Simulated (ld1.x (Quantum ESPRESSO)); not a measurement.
# Logarithmic derivatives: iron, TM

ld1.x (Quantum ESPRESSO) 7.5 input, shortened:

```
&input
   title='Fe', zed=26., rel=1, dft='PBE', iswitch=3,
   config='[Ar] 3d6 4s1.75 4p0'
 /
 &inputp
   pseudotype=2, tm=.true., lloc=1,
   nlcc=.false.
 /
3
3S  1  0   2.00   0.00  0.80  0.80  0.0
3D  3  2   6.00   0.00  1.45  1.45  0.0
3P  2  1   6.00   0.00  0.70  0.70  0.0
 &test
   configts(1)='3s2 3p6 3d6 4s1.75 4p0'
 /
```

Occupied shells without a wave of their own: 4s. They enter only through the test configuration that unscreens the potential.

The phase is arctan(r·u′/u) with u = r·R(r), unwrapped; energies in Ry, scanned from -9 to 5 Ry. A pole is an energy at which the radial function vanishes at the test radius. The pseudo phase is shifted by a multiple of π to meet the all-electron one at the reference energy, and phase errors are pseudo minus all-electron; the curves can meet again beyond the range given. Levels narrower than the energy grid can be missing from the lists of poles.

```json
{"channel": "s", "radius (bohr)": "1.60", "reference energy (Ry)": "-7.06", "poles, all-electron": "-6.65", "poles, pseudo": "-6.65", "unbroken range about the reference energy with phases within 0.05 rad": "below 1.4", "phase error 1 Ry above the reference energy (rad)": "-0.000"}
{"channel": "p", "radius (bohr)": "1.60", "reference energy (Ry)": "-4.56", "poles, all-electron": "-3.98", "poles, pseudo": "-3.98", "unbroken range about the reference energy with phases within 0.05 rad": "the whole range", "phase error 1 Ry above the reference energy (rad)": "-0.000"}
{"channel": "d", "radius (bohr)": "1.60", "reference energy (Ry)": "-0.70", "poles, all-electron": "0.32", "poles, pseudo": "0.34", "unbroken range about the reference energy with phases within 0.05 rad": "below 3.7", "phase error 1 Ry above the reference energy (rad)": "+0.003"}
```

Phases in the p channel:

| E (Ry) | all-electron | pseudo |
| --- | --- | --- |
| -9.00 | 1.322 | 1.322 |
| -8.76 | 1.316 | 1.316 |
| -8.52 | 1.309 | 1.309 |
| -8.28 | 1.302 | 1.302 |
| -8.04 | 1.294 | 1.294 |
| -7.80 | 1.284 | 1.284 |
| -7.56 | 1.274 | 1.274 |
| -7.32 | 1.261 | 1.261 |
| -7.08 | 1.246 | 1.246 |
| -6.84 | 1.229 | 1.228 |
| -6.60 | 1.206 | 1.206 |
| -6.36 | 1.178 | 1.178 |
| -6.12 | 1.139 | 1.139 |
| -5.88 | 1.083 | 1.082 |
| -5.64 | 0.993 | 0.993 |
| -5.40 | 0.828 | 0.827 |
| -5.16 | 0.458 | 0.457 |
| -4.92 | -0.354 | -0.355 |
| -4.68 | -1.057 | -1.057 |
| -4.44 | -1.354 | -1.354 |
| -4.20 | -1.495 | -1.495 |
| -3.96 | -1.575 | -1.575 |
| -3.72 | -1.628 | -1.629 |
| -3.48 | -1.667 | -1.667 |
| -3.24 | -1.697 | -1.697 |
| -3.00 | -1.721 | -1.721 |
| -2.76 | -1.742 | -1.742 |
| -2.52 | -1.761 | -1.761 |
| -2.28 | -1.778 | -1.779 |
| -2.04 | -1.795 | -1.795 |
| -1.80 | -1.811 | -1.811 |
| -1.56 | -1.827 | -1.827 |
| -1.32 | -1.842 | -1.843 |
| -1.08 | -1.859 | -1.860 |
| -0.84 | -1.876 | -1.877 |
| -0.60 | -1.893 | -1.895 |
| -0.36 | -1.913 | -1.914 |
| -0.12 | -1.933 | -1.935 |
| 0.12 | -1.955 | -1.957 |
| 0.36 | -1.980 | -1.982 |
| 0.60 | -2.007 | -2.010 |
| 0.84 | -2.038 | -2.041 |
| 1.08 | -2.073 | -2.077 |
| 1.32 | -2.113 | -2.118 |
| 1.56 | -2.159 | -2.166 |
| 1.80 | -2.214 | -2.222 |
| 2.04 | -2.279 | -2.289 |
| 2.28 | -2.356 | -2.370 |
| 2.52 | -2.450 | -2.467 |
| 2.76 | -2.564 | -2.586 |
| 3.00 | -2.701 | -2.729 |
| 3.24 | -2.862 | -2.897 |
| 3.48 | -3.046 | -3.086 |
| 3.72 | -3.242 | -3.285 |
| 3.96 | -3.437 | -3.481 |
| 4.20 | -3.618 | -3.659 |
| 4.44 | -3.776 | -3.813 |
| 4.68 | -3.909 | -3.942 |
| 4.92 | -4.020 | -4.048 |
